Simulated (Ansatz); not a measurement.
One change: `CO[AsH2]` becomes `C[O][InH2]`.

Ansatz, PBE0-D4/def2-TZVP geometries, multiplicity 1. 

Elements past krypton have def2 core potentials. Scalar relativity is left out up to krypton.

```
                             property  `CO[AsH2]`
  HOMO–LUMO gap (PBE/def2-TZVPP) / eV        5.18
   LUMO energy (PBE0/def2-TZVPP) / eV       -0.36
  HOMO energy (B3LYP/def2-TZVPP) / eV       -7.61
HOMO energy (ωB97M-V/def2-TZVPP) / eV      -10.00
    LUMO energy (PBE/def2-TZVPP) / eV       -1.29
   HOMO energy (PBE0/def2-TZVPP) / eV       -7.79
```

Task: What does the change do to each property? (Best estimate.)

Result: The calculation gave: 
```json
{"property": "HOMO–LUMO gap (PBE/def2-TZVPP) / eV", "`C[O][InH2]`": "3.68", "shift": "-1.50"}
{"property": "LUMO energy (PBE0/def2-TZVPP) / eV", "`C[O][InH2]`": "-1.52", "shift": "-1.16"}
{"property": "HOMO energy (B3LYP/def2-TZVPP) / eV", "`C[O][InH2]`": "-7.09", "shift": "0.52"}
{"property": "HOMO energy (ωB97M-V/def2-TZVPP) / eV", "`C[O][InH2]`": "-9.68", "shift": "0.32"}
{"property": "LUMO energy (PBE/def2-TZVPP) / eV", "`C[O][InH2]`": "-2.22", "shift": "-0.93"}
{"property": "HOMO energy (PBE0/def2-TZVPP) / eV", "`C[O][InH2]`": "-7.29", "shift": "0.50"}
```

With PBE0 the HOMO rises by 0.50 eV and the LUMO falls by 1.16 eV, so the gap narrows by about 1.66 eV. PBE moves the HOMO by 0.57 eV and ωB97M-V by 0.32 eV.

B3LYP here is the variant with VWN-RPA as its local correlation; programs differ in this.
